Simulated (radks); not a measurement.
Task: The mean radii <r> (bohr) of the occupied orbitals of an atom or ion are listed with their occupations. Method: scalar-relativistic Kohn-Sham, PBE, spin-polarised, spherical densities, point nucleus; computed with a radial shooting solver on a logarithmic mesh with Libxc functionals.

| orbital | occ. | <r> |
|---|---|---|
| 1s | 2 | 0.2701 |
| 2s | 2 | 1.361 |

Name the element and its charge. Open shells, if any, are filled with parallel spins first.

Result: Z = 6, carbon, charge +2: C2+ in [He] 2s2. The 1s radius gives Z: for a bare nucleus <r> = (2 gamma + 1)/(2Z) with gamma = sqrt(1 - (Z/c)^2), 0.2498 bohr for Z = 6, and screening makes it slightly larger (0.2701 here). The occupations add up to 4, and the charge is Z minus that.
